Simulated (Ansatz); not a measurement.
`CC(C)[O][Zn][F]` and `CC(C)[O][Ge][F]` differ in one atom or group.

Ansatz, PBE0-D4/def2-TZVP geometries, multiplicity 1. Each molecule was computed in one conformer, which needn't be the lowest.

Scalar relativity is left out up to krypton.

```json
{"property": "HOMO–LUMO gap (ωB97M-V/def2-TZVPP) / eV", "`CC(C)[O][Zn][F]`": "10.73"}
{"property": "LUMO energy (PBE0/def2-TZVPP) / eV", "`CC(C)[O][Zn][F]`": "-1.18"}
{"property": "size of the dipole moment (ωB97M-V/def2-TZVPP) / D", "`CC(C)[O][Zn][F]`": "2.34"}
{"property": "HOMO energy (PBE0/def2-TZVPP) / eV", "`CC(C)[O][Zn][F]`": "-7.78"}
{"property": "HOMO energy (ωB97M-V/def2-TZVPP) / eV", "`CC(C)[O][Zn][F]`": "-10.19"}
{"property": "HOMO–LUMO gap (B3LYP/def2-TZVPP) / eV", "`CC(C)[O][Zn][F]`": "6.03"}
```

(1) What does the change do to each property? (Estimate.)

## Answers

(1) Ansatz gave: 
```
                                          property  `CC(C)[O][Ge][F]`  shift
           HOMO–LUMO gap (ωB97M-V/def2-TZVPP) / eV              10.33  -0.40
                LUMO energy (PBE0/def2-TZVPP) / eV              -1.86  -0.68
size of the dipole moment (ωB97M-V/def2-TZVPP) / D               0.94  -1.40
                HOMO energy (PBE0/def2-TZVPP) / eV              -7.95  -0.17
             HOMO energy (ωB97M-V/def2-TZVPP) / eV             -10.22  -0.03
             HOMO–LUMO gap (B3LYP/def2-TZVPP) / eV               5.68  -0.35
```

With PBE0 the HOMO falls by 0.17 eV and the LUMO falls by 0.68 eV, so the gap narrows by about 0.51 eV. PBE moves the HOMO by -0.36 eV and ωB97M-V by -0.03 eV. Dipoles are sizes alone; their direction can turn.

B3LYP here is the variant with VWN-RPA as its local correlation; programs differ in this.
